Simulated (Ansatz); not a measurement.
Molecule: CH4BO2 (charge 0, doublet). It need not be the lowest isomer of its formula. 
Coordinates optimised at B3LYP-D3(BJ)/def2-TZVP (Ansatz, an electronic-structure program):
SMILES: [CH2]B(O)O
```xyz
8

C      1.3854    -0.6544     0.0134
B     -0.0010     0.0148     0.0055
O     -1.1450    -0.6042    -0.4489
O     -0.1181     1.2959     0.4729
H      2.2644    -0.1372     0.3784
H      1.5649    -1.6645    -0.3386
H     -1.0075    -1.5006    -0.7654
H     -1.0240     1.6218     0.4252
```
Charge 0, spin multiplicity 2.

Wanted: atomisation energy (electronic, to ground-state atoms), in kcal/mol. Valence correlation only, unless marked. UHF or UKS for open shells. No spin-orbit coupling. Non-relativistic. The coupled-cluster limit lacks core correlation, which all-electron functionals hold. CBS(X,Y): correlation extrapolated as X^-3; Hartree-Fock from the larger set. [CCSD(T)-MP2]/basis is that difference in the basis named.

```csv
level,program,atomisation energy (kcal/mol),minus last row
PBE0/6-31G*,Ansatz,778.4,-7.4
PBE0/def2-SVP,Ansatz,792.9,7.1
PBE0-D4/def2-TZVPD,Ansatz + dftd4,787.3,1.5
r2SCAN0-D4/def2-TZVPD,Ansatz + dftd4,778.0,-7.8
B2GP-PLYP/def2-TZVPD,Ansatz,776.6,-9.2
MP2/6-31G*,Ansatz,733.9,-51.9
MP2/aug-cc-pVTZ,Ansatz,789.8,4.0
SCS-MP2/6-31G,Ansatz,662.8,-123.0
"RI-MP2/CBS(aug-cc-pVTZ,aug-cc-pVQZ)+[CCSD(T)-MP2]/aug-cc-pVDZ",Ansatz,784.5,-1.3
"CCSD(T)/CBS(aug-cc-pVTZ,aug-cc-pVQZ)",Ansatz,785.8,0.0
```
